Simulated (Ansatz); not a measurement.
```yaml
crystal:
  periodic: [false, false, false]
  atoms:
    - {symbol: C, position_ang: [0.019838, -1.532380, 1.711769]}
    - {symbol: O, position_ang: [-0.031181, -0.671159, 0.624039]}
    - {symbol: Zr, position_ang: [-0.104292, 0.569892, -0.820193]}
    - {symbol: O, position_ang: [1.689780, 0.998558, -1.352616]}
    - {symbol: O, position_ang: [-1.191397, -0.109505, -2.244711]}
    - {symbol: S, position_ang: [-1.227709, 2.642961, -0.037769]}
    - {symbol: H, position_ang: [1.058636, -1.740559, 1.989713]}
    - {symbol: H, position_ang: [-0.471900, -2.481460, 1.473358]}
    - {symbol: H, position_ang: [-0.487806, -1.087299, 2.573884]}
    - {symbol: H, position_ang: [2.560907, 1.056163, -1.731764]}
    - {symbol: H, position_ang: [-1.666972, -0.657125, -2.861928]}
    - {symbol: H, position_ang: [-0.147882, 3.011915, 0.676217]}
basis:
  gaussian: {orbitals: def2-mTZVPP, point_charges: [{charge: 0.50, position_ang: [6.147, 0.727, 0.416]}]}
magnetization: {spin_polarized: true, initial_magnetization: 1}
hamiltonian: {xc: {name: HSE06}}
correlation: {method: rpa}
```

```sh
$ ansatz run in.yaml --threads 2 --pin off --events-out ev --progress --plain --max-ram 32768MiB --backend cpu
```

Shortened log:

```
Error: a molecule whose nuclei and cores have a total charge of 64 cannot have a net charge of 0 together with 1 unpaired electrons
```

**Question.** What is wrong with this run?

**Answer.** The number of unpaired electrons doesn't fit the electron count. The program refused the input.

HSE06 is defined as in plane-wave codes.
